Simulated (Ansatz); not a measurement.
The lowest singlet and triplet of P2 (SMILES P#P); geometries from B3LYP-D3(BJ)/def2-TZVP, each state relaxed from the structure named, with no frequency check.
Singlet (charge 0, multiplicity 1):
```xyz
2

P      0.0000     0.0000    -0.9447
P      0.0000     0.0000     0.9447
```
Triplet (charge 0, multiplicity 3):
```xyz
2

P      0.0000     0.0000    -1.0351
P      0.0000     0.0000     1.0351
```

A positive gap puts the triplet lower; no zero-point energy. R- takes a restricted singlet. The triplet is unrestricted in single-reference levels. Active spaces average the two states.

Frozen-core correlation.

Codes used: Ansatz (a quantum-chemistry and plane-wave program) with Gaussian orbitals. Each number belongs to the level named beside it.

R-PBE/def2-TZVPP gives -55.79 kcal/mol for the gap E(singlet) − E(triplet), adiabatic.

Problem. Predict the shift from PBE, with its sign, for: R-r2SCAN/def2-TZVPP, R-PBE0/def2-TZVPP, R-wB97M-V/def2-TZVPP, R-B2PLYP/def2-TZVPP, SC-NEVPT2 on SA-CASSCF(10,8)/cc-pV(Q+d)Z, FIC-MRCISD+Q on SA-CASSCF(10,8)/cc-pV(Q+d)Z.

Solution. R-r2SCAN/def2-TZVPP 2.40; R-PBE0/def2-TZVPP 2.44; R-wB97M-V/def2-TZVPP -4.97; R-B2PLYP/def2-TZVPP -3.69; SC-NEVPT2 on SA-CASSCF(10,8)/cc-pV(Q+d)Z 2.63; FIC-MRCISD+Q on SA-CASSCF(10,8)/cc-pV(Q+d)Z 2.80 kcal/mol. 4 of 6 lie above PBE; the widest gap is to R-wB97M-V/def2-TZVPP.

Measured: 1Σg+ below a 3Σ+ by 18794.5 cm-1 = 53.7 kcal/mol (between the minima) [Huber and Herzberg (1979), NIST Chemistry WebBook].
